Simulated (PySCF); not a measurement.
Input file for PySCF: D3(BJ) and D4 dispersion corrections on BF3H2O (a complex), monomers drawn apart or pushed together.

```python
from pyscf import gto
from pyscf.dispersion import dftd3, dftd4

mol = gto.M(
    atom='''
    F     1.05791979   -0.78438271    0.30186759
    B     0.02946766    0.02507244    0.57220025
    F     0.21096397    1.34710422    0.36965325
    F    -1.21322866   -0.46047264    0.36873772
    O     0.02021358    0.02748893    3.92907926
    H    -0.84338415   -0.27335239    4.24243510
    H     0.14740550    0.93167112    4.24649276
    ''',
    basis='def2-svp',
    charge=0, spin=0, verbose=0, max_memory=1800)
d3, d4 = {}, {}
for xc in ['hf', 'pbe', 'blyp', 'revpbe', 'tpss', 'r2scan', 'b3lyp', 'pbe0', 'bhlyp', 'camb3lyp', 'b2plyp']:
    d3[xc] = float(dftd3.DFTD3Dispersion(mol, xc=xc, version='d3bj', atm=False).get_dispersion()['energy'])
    print(f'D3(BJ) {xc:10s} {d3[xc]:14.8f} Eh')
for xc in ['hf', 'pbe', 'blyp', 'revpbe', 'tpss', 'r2scan', 'b3lyp', 'pbe0', 'bhlyp', 'camb3lyp', 'b2plyp']:
    d4[xc] = float(dftd4.DFTD4Dispersion(mol, xc={'camb3lyp': 'cam-b3lyp'}.get(xc, xc), atm=True).get_dispersion()['energy'])
    print(f'D4     {xc:10s} {d4[xc]:14.8f} Eh')
```

Output:

```
D3(BJ) hf            -0.01738415 Eh
D3(BJ) pbe           -0.00208829 Eh
D3(BJ) blyp          -0.00421886 Eh
D3(BJ) revpbe        -0.00526786 Eh
D3(BJ) tpss          -0.00258493 Eh
D3(BJ) r2scan        -0.00064230 Eh
D3(BJ) b3lyp         -0.00344014 Eh
D3(BJ) pbe0          -0.00179410 Eh
D3(BJ) bhlyp         -0.00261568 Eh
D3(BJ) camb3lyp      -0.00159354 Eh
D3(BJ) b2plyp        -0.00156316 Eh
D4     hf            -0.00879208 Eh
D4     pbe           -0.00241831 Eh
D4     blyp          -0.00526063 Eh
D4     revpbe        -0.00807826 Eh
D4     tpss          -0.00324728 Eh
D4     r2scan        -0.00068156 Eh
D4     b3lyp         -0.00378315 Eh
D4     pbe0          -0.00205741 Eh
D4     bhlyp         -0.00263263 Eh
D4     camb3lyp      -0.00206175 Eh
D4     b2plyp        -0.00170357 Eh
```

The run finished.

Cost: around 0.04 core-seconds (rough).
